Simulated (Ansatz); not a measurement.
Gas-phase electronic energies from Ansatz, PBE0-D4/def2-TZVP geometries. CCSD(T)/CBS adds triple-zeta CCSD(T) − MP2 to the extrapolated MP2 energy (def2 sets, frozen cores). DFT in def2-TZVPP. B3LYP here is the variant with VWN-RPA as its local correlation; programs differ in this. One conformer a species, not always the lowest.

Reaction (redistribution): `CN(C)P` + `O[SiH](O)N[SiH2]F` → `F[SiH2]NP` + `CN(C)[SiH](O)O`

`CN(C)P`:

```xyz
12

C     0.472   -0.598   -1.265
N    -0.196    0.222   -0.277
C     0.673    0.664    0.787
P    -1.803   -0.208    0.075
H     0.896   -1.522   -0.842
H     1.292   -0.033   -1.720
H    -0.230   -0.876   -2.053
H     1.569    1.131    0.367
H     0.995   -0.162    1.442
H     0.161    1.404    1.404
H    -1.667   -0.981    1.281
H    -2.162    0.959    0.801
```

`O[SiH](O)N[SiH2]F`:

Z-matrix (Å, degrees):
```
Si
O 1 1.636
N 1 1.728 2 106.0
O 1 1.636 2 116.1 3 -121.8
H 1 1.471 2 106.1 3 122.6
H 2 0.960 1 119.1 3 47.6
Si 3 1.707 1 125.7 2 13.2
H 3 1.010 1 117.3 2 -161.5
H 4 0.958 1 118.5 2 66.7
F 7 1.610 3 109.7 1 -63.0
H 7 1.477 3 112.5 1 53.4
H 7 1.481 3 109.0 1 179.1
```

`F[SiH2]NP`:

```xyz
9

F    -0.550   -0.199   -2.091
Si   -0.381    0.756   -0.818
N     0.784    0.166    0.283
P     0.632   -1.154    1.370
H     0.072    2.073   -1.319
H    -1.701    0.784   -0.153
H     1.726    0.520    0.229
H    -0.611   -0.816    1.973
H     0.030   -2.130    0.525
```

`CN(C)[SiH](O)O`:

```xyz
15

C     0.569   -1.588   -0.060
N     0.360   -0.160   -0.059
C     1.582    0.600   -0.178
Si   -1.099    0.581    0.413
O    -2.262   -0.516    0.030
O    -1.262    2.032   -0.335
H    -0.383   -2.112    0.020
H     1.053   -1.907   -0.993
H     1.215   -1.907    0.771
H     2.283    0.379    0.639
H     2.095    0.371   -1.122
H     1.373    1.671   -0.162
H    -1.231    0.949    1.845
H    -3.100   -0.420    0.484
H    -1.194    2.027   -1.292
```

| level | ΔE (kJ/mol) |
| --- | --- |
| PBE-D4 | 13.2 |
| B3LYP-D4 | 12.4 |
| MP2/def2-TZVPP | 15.1 |
| HF/CBS(def2) | 11.3 |

(1) What does CCSD(T)/CBS give? (An estimate is asked.)

Largest T1 diagnostic among the species: 0.012.

## Answers

(1) Computed: +14.2 kJ/mol. The listed levels differ from it by -1.0, -1.8, 0.9, -2.9 kJ/mol.
